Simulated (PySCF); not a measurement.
# Cost of response and excited-state runs on `C[C@@H]1CCOC[C@@H]1Cl`, C6H11ClO

Geometry (Å), atoms numbered from 1 in this order:
```xyz
19

C     2.197   -0.072   -0.075
C     0.724    0.021    0.308
C    -0.036   -1.263   -0.030
C    -1.508   -1.106    0.353
O    -2.106   -0.008   -0.299
C    -1.470    1.202    0.004
C     0.017    1.201   -0.361
Cl    0.171    1.111   -2.140
H     2.715    0.851    0.174
H     2.669   -0.892    0.461
H     2.302   -0.251   -1.142
H     0.654    0.194    1.390
H     0.037   -1.452   -1.102
H     0.393   -2.111    0.504
H    -1.595   -0.980    1.445
H    -2.088   -1.978    0.047
H    -2.005    1.972   -0.557
H    -1.554    1.421    1.083
H     0.474    2.150   -0.070
```

PySCF with density fitting, on 1 thread of an AMD EPYC 9R45 96-Core, shared host. Command: `OMP_NUM_THREADS=1 python excited_run.py task.json out`

**Question.** How long does each of these runs take, and how much memory?
- circular dichroism and optical rotation, CAM-B3LYP/def2-SVPD; 8 states
- circular dichroism and optical rotation, CAM-B3LYP/def2-SVPD; 2 states; core frozen; fitting basis def2-universal-jkfit
- circular dichroism and optical rotation, CAM-B3LYP/pcseg-1; 10 states; IEF-PCM methanol; wavelengths [300] nm

**Answer.** 
```
                                    run                level  basis functions  wall time  peak memory (GiB)
circular dichroism and optical rotation  CAM-B3LYP/def2-SVPD              258       64 s                1.1
circular dichroism and optical rotation  CAM-B3LYP/def2-SVPD              258       38 s                1.4
circular dichroism and optical rotation    CAM-B3LYP/pcseg-1              171       38 s                  1
```
Times from a shared host are rough.
